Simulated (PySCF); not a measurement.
Ga(Cl)3(OH2), H₂Cl₃GaO, singlet (CAM-B3LYP/def2-SVP optimised geometry):

```
7

Ga    -0.532    -0.151     0.000
Cl    -1.499     1.773     0.000
Cl    -1.612    -1.773     0.897
Cl     1.612    -0.151     0.000
O     -0.828    -0.673    -1.979
H     -0.401    -0.094    -2.630
H     -1.754    -0.790    -2.242
```

Computed with PySCF with CAM-B3LYP/def2-TZVP.

### Question
What are the frontier orbital energies and the dipole moment?

### Answer
HOMO-2 -10.42 eV, HOMO-1 -10.36 eV, HOMO -10.14 eV, LUMO -0.28 eV, LUMO+1 0.61 eV; dipole moment 5.16 D.

On the same geometry PBE/def2-TZVP (PySCF) gives HOMO-2 -7.62 eV, HOMO-1 -7.56 eV, HOMO -7.33 eV, LUMO -2.07 eV, LUMO+1 -1.29 eV; dipole moment 5.02 D.

Meta-Löwdin charges at CAM-B3LYP/def2-TZVP: Ga1 0.72, Cl2 -0.32, Cl3 -0.31, Cl4 -0.31, O5 -0.54, H6 0.39, H7 0.39.
